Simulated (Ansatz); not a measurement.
A structure relaxed at PBE0-D4/def2-TZVP, charge 0, multiplicity 1:

Cartesian coordinates in Å:
```
N -1.4243 1.5966 1.3898
Ge 0.1458 1.8642 0.5021
N 0.3923 0.1316 -0.1858
Si 1.8605 -0.1703 -1.0598
Si -0.7659 -1.1494 -0.0576
H -1.8517 2.3717 1.8716
H -1.9277 0.7365 1.5473
H 2.6872 -1.2165 -0.3988
H 2.6346 1.0994 -1.1070
H 1.5843 -0.6251 -2.4502
H -1.1571 -1.3899 1.3602
H -0.1672 -2.4008 -0.5966
H -2.0106 -0.8482 -0.8152
```

(1) Give its formula and SMILES.

(2) Point group (tolerance 0.08 Å, 0.16 Å for H)?

(3) Summarise the bond lengths by kind.

Answers

(1) GeH8N2Si2, `[NH2][Ge][N]([SiH3])[SiH3]`.

(2) C1.

(3) 2 × Ge–N 1.823 to 1.880 Å; 2 × H–N 1.008 to 1.009 Å; 2 × N–Si 1.732 to 1.735 Å; 6 × H–Si 1.488 to 1.490 Å.

Results of the Gaussian-basis code of Ansatz.
